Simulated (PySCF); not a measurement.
Cost of response and excited-state runs on `[C-]#[N+]c1ncc([O-])s1`, [C$_{4}$HN$_{2}$OS]-, charge -1

Atom-mapped SMILES (the numbers label the heavy atoms): `[C-:1]#[N+:2][c:3]1[n:4][cH:5][c:6]([O-:7])[s:8]1`. Each H is labelled by its parent atom.

PySCF with density fitting, on 1 thread of an Arm Neoverse V2, shared host. Command: `OMP_NUM_THREADS=1 python excited_run.py task.json out`

How long does each of these runs take, and how much memory?
- first hyperpolarisability, PBE0/def2-SVPD; wavelengths [1550, 1064, 694.3] nm
- excited states, PBE0/def2-SVPD; Tamm-Dancoff; spin-orbit couplings; 8 states; 6 triplets; quadratic response for 4 states
- excited states, CAM-B3LYP/def2-SVPD; two-photon moments; 6 states; quadratic response for 5 states; 0 triplets


```csv
run,level,basis functions,wall time,peak memory (GiB)
first hyperpolarisability,PBE0/def2-SVPD,178,21 s,0.66
excited states,PBE0/def2-SVPD,178,22 s,0.68
excited states,CAM-B3LYP/def2-SVPD,178,30 s,0.67
```
Times from a shared host are rough.
